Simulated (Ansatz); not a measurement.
Two isomers of C3H9NSi: A = `CC(C)[Si]N`, B = `C/C([SiH3])=C\N`.

Gas-phase electronic energies from Ansatz, PBE0-D4/def2-TZVP geometries. CCSD(T)/CBS is the MP2 limit (def2-TZVPP, def2-QZVPP) plus CCSD(T) − MP2 in def2-TZVPP, frozen cores. Functionals use def2-TZVPP. B3LYP here is the variant with VWN-RPA as its local correlation; programs differ in this. Each species was taken in one conformer, which may not be the lowest.

**Question.** Which isomer does CCSD(T)/CBS put lower? Give the gap. (An estimate is asked.)

**Answer.** Ansatz gave: A, by 52.8 kJ/mol.

**Question.** Give E(B) − E(A) in kJ/mol with MP2/def2-TZVPP, B2PLYP, ωB97M-V, B3LYP, PBE-D4, HF/def2-TZVPP, PBE0-D4. (Best estimate.)

**Answer.** Ansatz gave: MP2/def2-TZVPP 49.1, B2PLYP 42.8, ωB97M-V 56.5, B3LYP 38.5, PBE-D4 43.2, HF/def2-TZVPP 28.8, PBE0-D4 44.3. None reverses the order clearly.

Largest T1 diagnostic: 0.012.

In def2-TZVPP, CCSD(T) changes the Hartree–Fock value by +24.1 kJ/mol (the triples alone add −1.3 kJ/mol) and MP2 by +20.3 kJ/mol. The D4 term adds +3.4 kJ/mol with B3LYP and +1.7 kJ/mol with PBE0; it sums over pairs of atoms, weighted by their polarisabilities, and B3LYP, whose exchange is more repulsive, gets the larger term.
